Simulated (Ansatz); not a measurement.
MnF₂⁺. The state is a triplet with charge 1. Geometry PBE0-D4/def2-TZVP, that of the neutral doublet; atoms count from 1.

```xyz
3

Mn   -0.0001    0.0001    0.0000
F    -0.6471   -0.9476   -1.3282
F     0.6472    0.9475    1.3282
```

The charge 1 triplet is spin-contaminated (final ⟨S²⟩ up to 2.89, 2.00 for a pure state). The structure comes from a short search, and lower isomers may exist.

(1) Estimate the Mulliken populations from the PBE0/def2-TZVP orbitals of Ansatz.

(2) Where does the spin sit?

(3) And the Mayer bond orders between heavy atoms (over 0.3)?

## Answers

(1) 
```tsv
atom	charge (e)	spin (α − β)	d electrons
Mn1	1.61	1.97	5.09
F2	-0.31	0.02	–
F3	-0.31	0.02	–
```
Mulliken values depend strongly on the basis.

(2) Summed by element: Mn 1.97, F 0.03, of 2 unpaired in all. Largest on single atoms: Mn1 1.97, F2 0.02, F3 0.02.

(3) Mn1–F2 1.06 (1.76 Å); Mn1–F3 1.06 (1.76 Å).
